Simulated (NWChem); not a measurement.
System: C3H7NSi; SMILES C=C1CN[SiH2]1

Input file for NWChem:

```
start job
memory heap 200 mb stack 900 mb global 1100 mb
geometry units angstroms
  C      2.014541    -0.295900    -0.716372
  C      0.783673    -0.219377    -0.253225
  C     -0.077545    -1.299280     0.352584
  N     -1.223320    -0.433315     0.587527
  Si    -0.604791     1.049264    -0.023199
  H      2.517024     0.564639    -1.126900
  H      2.580210    -1.217147    -0.709447
  H      0.336445    -1.722334     1.275823
  H     -0.296263    -2.122633    -0.337657
  H     -2.067592    -0.782538     1.005927
  H     -1.248377     1.571772    -1.231912
  H     -0.389130     2.115397     0.959268
end
basis spherical
  * library def2-svp
end
dft
  xc pbe0
  iterations 150
end
driver
  maxiter 120
end
task dft optimize
```

Output (shortened):

```
             Northwest Computational Chemistry Package (NWChem) 7.3.0
             --------------------------------------------------------

 CS  symmetry detected

                             Geometry "geometry" -> ""
                             -------------------------

 Output coordinates in angstroms (scale by  1.889725989 to convert to a.u.)

  No.       Tag          Charge          X              Y              Z
 ---- ---------------- ---------- -------------- -------------- --------------
    1 C                    6.0000     0.43028124    -2.09711731     0.00000000
    2 C                    6.0000     0.07089051    -0.82974406     0.00000000
    3 C                    6.0000    -1.31281208    -0.22952858     0.00000000
    4 N                    7.0000    -0.85390371     1.15152061     0.00000000
    5 Si                  14.0000     0.84607960     0.89920824     0.00000000
    6 H                    1.0000     1.46775841    -2.38899211     0.00000000
    7 H                    1.0000    -0.28953783    -2.90370635     0.00000000
    8 H                    1.0000    -1.90072893    -0.48612392     0.88936444
    9 H                    1.0000    -1.90072893    -0.48612392    -0.88936444
   10 H                    1.0000    -1.50197528     1.91951369     0.00000000
   11 H                    1.0000     1.56363307     1.31710636    -1.20779793
   12 H                    1.0000     1.56363307     1.31710636     1.20779793

 Effective nuclear repulsion energy (a.u.)     220.2920165688

      Symmetry information
      --------------------

 Group name             Cs
 Group number              2
 Group order               2
 No. of unique centers    10

                                Z-matrix (autoz)
                                --------

 Units are Angstrom for bonds and degrees for angles

[...]

      ----------------------
      Optimization converged
      ----------------------

  Step       Energy      Delta E   Gmax     Grms     Xrms     Xmax
  ---- ---------------- -------- -------- -------- -------- --------
@    6    -462.18940225 -8.8D-08  0.00008  0.00002  0.00031  0.00061
                                     ok       ok       ok       ok

                                Z-matrix (autoz)
                                --------

 Units are Angstrom for bonds and degrees for angles

[...]
```

Level: PBE0/def2-SVP. Not confirmed as a minimum by frequencies.
